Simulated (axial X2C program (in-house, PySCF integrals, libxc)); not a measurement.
## Outer orbitals of CaO⁻ at 1.861 Å, PBE0

Calculated with an axial X2C code built on PySCF integrals. Spin-free means the one-electron spin-free X2C Hamiltonian; two-component (2c) means X2C with spin–orbit coupling and atomic mean-field two-electron Coulomb and Gaunt terms, so the difference of the two also holds small scalar two-electron terms. Basis: Ca dyall-acv3z [12s13p7d5f], O dyall-av3z [7s6p3d2f] (cores contracted in-house); Gaussian nuclei, density fitting, unrestricted open shells. Masses: Ca 39.963 u, O 15.995 u.

The distance is close to the 2c PBE0 minimum; the highest filled and lowest empty levels are listed.

Spin-free orbitals, state M_S = 1/2, Λ = 0 (beyond evenly filled blocks: σα) (Löwdin shares):

```csv
symmetry,occupied,ε (eV),atomic character
σα,yes,-23.35,"88% Ca p, 6% O s, 3% O p"
σβ,yes,-23.26,"88% Ca p, 6% O s, 3% O p"
π-α,yes,-23.00,99% Ca p
π+α,yes,-23.00,99% Ca p
π-β,yes,-22.96,99% Ca p
π+β,yes,-22.96,99% Ca p
σα,yes,-15.74,"72% O s, 13% Ca p, 8% Ca d"
σβ,yes,-15.66,"72% O s, 13% Ca p, 8% Ca d"
σα,yes,-0.87,"74% O p, 11% Ca d, 7% Ca p"
π-α,yes,-0.86,"80% O p, 13% Ca d, 4% Ca p"
π+α,yes,-0.86,"80% O p, 13% Ca d, 4% Ca p"
π-β,yes,-0.84,"80% O p, 13% Ca d, 4% Ca p"
π+β,yes,-0.84,"80% O p, 13% Ca d, 4% Ca p"
σβ,yes,-0.62,"77% O p, 11% Ca d, 4% Ca p"
σα,yes,0.25,"64% Ca s, 23% Ca p, 8% O p"
π+α,no,1.53,99% Ca p
π-α,no,1.53,99% Ca p
σα,no,1.57,"83% Ca p, 16% Ca s"
σβ,no,1.73,"61% Ca s, 34% Ca p, 3% O p"
```

The highest filled level is positive, so this functional does not bind it, and the empty levels of an anion are set by the basis.

Spinors with spin–orbit coupling (state Ω = 1/2):

| ω | occupied | ε (eV) | atomic character | λ mixture |
| --- | --- | --- | --- | --- |
| 1/2 | yes | -23.42 | 90% Ca p, 5% O s, 2% O p | 82% σ, 18% π |
| -1/2 | yes | -23.35 | 91% Ca p, 4% O s | 70% σ, 30% π |
| -1/2 | yes | -23.00 | 95% Ca p, 2% O s | 70% π, 30% σ |
| 1/2 | yes | -23.00 | 97% Ca p | 82% π, 18% σ |
| 3/2 | yes | -22.87 | 99% Ca p | 100% π |
| -3/2 | yes | -22.83 | 99% Ca p | 100% π |
| 1/2 | yes | -15.74 | 71% O s, 13% Ca p, 8% Ca d | 100% σ |
| -1/2 | yes | -15.66 | 71% O s, 13% Ca p, 8% Ca d | 100% σ |
| 1/2 | yes | -0.87 | 75% O p, 11% Ca d, 6% Ca p | 86% σ, 14% π |
| -1/2 | yes | -0.87 | 80% O p, 13% Ca d, 4% Ca p | 100% π |
| 3/2 | yes | -0.85 | 79% O p, 13% Ca d, 4% Ca p | 100% π |
| 1/2 | yes | -0.85 | 79% O p, 13% Ca d, 4% Ca p | 86% π, 14% σ |
| -3/2 | yes | -0.83 | 80% O p, 13% Ca d, 4% Ca p | 100% π |
| -1/2 | yes | -0.63 | 77% O p, 11% Ca d, 4% Ca p | 100% σ |
| 1/2 | yes | 0.25 | 64% Ca s, 23% Ca p, 8% O p | 100% σ |
| -1/2 | no | 1.53 | 99% Ca p | 100% π |
| 3/2 | no | 1.53 | 99% Ca p | 100% π |
| 1/2 | no | 1.57 | 83% Ca p, 16% Ca s | 100% σ |
| -1/2 | no | 1.73 | 61% Ca s, 34% Ca p, 3% O p | 100% σ |

The highest filled level is positive, so this functional does not bind it, and the empty levels of an anion are set by the basis.

Mulliken charges and populations of the two-component result (they depend on the basis, above all on diffuse functions):

Ca 0.23 e (s 6.77 p 12.31 d 0.67 f 0.02), O -1.23 e (s 4.00 p 5.20 d 0.02). ⟨Lz⟩ = 0.00 ħ and ⟨Sz⟩ = 0.50 ħ (0.48 and 0.02 on the two atoms), which add up to Ω.

Occupations by symmetry block were frozen at the best pattern of an incomplete PBE0 search. Density functionals use the spin component along the axis (collinear). The highest occupied level of some functionals is positive through self-interaction error; at Hartree–Fock it is bound.
